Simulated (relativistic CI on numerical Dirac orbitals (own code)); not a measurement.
Pm²⁺ (4f5) in a crystal field

Calculated by Dirac-Coulomb-Breit CI, KLI orbitals optimised for each configuration, QED by a radiative potential, valence Slater integrals scaled by 0.8, one configuration in a parametric crystal field (own radial code).

Field parameters in Wybourne normalisation. The field is a parameter set, without covalency.

S and J are read from ⟨S²⟩ = S(S + 1) and ⟨J²⟩ = J(J + 1) of each level; they are not fictitious spins.

C2v, B20 = 240, B22 = 130, B40 = 320, B42 = -50, B44 = 180, B60 = 220, B62 = 50, B64 = 60, B66 = -50 cm⁻¹, the lowest 16 levels:

```csv
E (cm⁻¹),Degeneracy,S,J
0.0,2,2.47,2.50
47.9,2,2.47,2.51
118,2,2.47,2.51
795,2,2.48,3.50
860,2,2.48,3.50
862,2,2.48,3.50
904,2,2.48,3.50
1729,2,2.48,4.50
1783,2,2.48,4.50
1798,2,2.48,4.50
1810,2,2.48,4.50
1842,2,2.48,4.50
2762,2,2.49,5.50
2810,2,2.49,5.50
2827,2,2.49,5.50
2841,2,2.49,5.50
```

Principal g values of the ground doublet: 0.23, 0.34, 1.29.

D4h, B20 = 1280, B40 = 590, B44 = -130, B60 = 150, B64 = 500 cm⁻¹, the lowest 10 levels:

```
E (cm⁻¹)  Degeneracy  Irrep     S     J
     0.0           2     Γ6  2.47  2.50
     100           2     Γ7  2.47  2.53
     392           2     Γ7  2.47  2.65
     809           2     Γ6  2.48  3.50
     908           2     Γ7  2.48  3.50
    1094           2     Γ7  2.48  3.45
    1164           2     Γ6  2.48  3.58
    1751           2     Γ6  2.48  4.50
    1816           2     Γ7  2.48  4.49
    1945           2     Γ7  2.48  4.47
```

Principal g values of the ground doublet: 0.43, 0.80, 0.80.

The next free-ion level lies 797 cm⁻¹ above the lowest; the field splits the ground level into components whose J stays near 5/2 as long as their spread is small against that gap.

Levels of this model without a field, named by their leading LS term (the scale mimics covalency, so terms lie below those of the real free ion): 6H°_5/2 0, 6H°_7/2 797, 6H°_9/2 1734, 6H°_11/2 2773, 6H°_13/2 3880, 6H°_15/2 5030, 6F°_1/2 5506, 6F°_3/2 5699 cm⁻¹.
